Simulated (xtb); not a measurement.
C₂H₆FNOSi, SMILES N[SiH2]O/C=C/F. All values are semi-empirical tight-binding results from xtb (GFN2-xTB unless named), good for trends rather than for accurate numbers. Geometry: GFN2-xTB. The structure was generated by enumeration; whether it is a known compound was not checked. The values are those of a single conformer.

```yaml
orbital_gap: 4.85 eV
dipole_moment: 3.44 D
zero_point_energy: 50.1 kcal/mol
G − E(el) at 298.15 K (modified RRHO): 29.3 kcal/mol
static polarisability (D4 model): 69.5 bohr³
solvation energy, GFN2-xTB/ALPB(water): -3.4 kcal/mol
solvation energy, GFN2-xTB/ALPB(ether): -5.9 kcal/mol
```
